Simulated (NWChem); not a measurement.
WNH₂SOF; SMILES [NH2][W](=[O])([F])=[S]

```xyz
7

W      0.0122    -0.1558     0.0368
O     -0.2804    -0.6608     1.6295
S      0.0954     1.9790    -0.0562
F      1.6010    -0.9043    -0.6046
N     -1.5091    -0.7188    -0.9923
H     -2.1365    -1.4587    -0.6841
H     -1.8939    -0.2178    -1.7897
```
Atoms are numbered in this order, from 1.

Computed with NWChem. All runs use the structure optimised with PBE0/def2-SVP. No frequency run checked for a minimum. def2 effective core potentials on W; no spin-orbit coupling. Ions are spin-unrestricted doublets at the neutral geometry; other ion states weren't tried.

Order these by “−ε(HOMO) (eV)”, lowest first: BHandHLYP/def2-SVP; PBE/def2-SVP; B3LYP/def2-SVP.

PBE/def2-SVP (6.44), B3LYP/def2-SVP (7.43), BHandHLYP/def2-SVP (8.82)
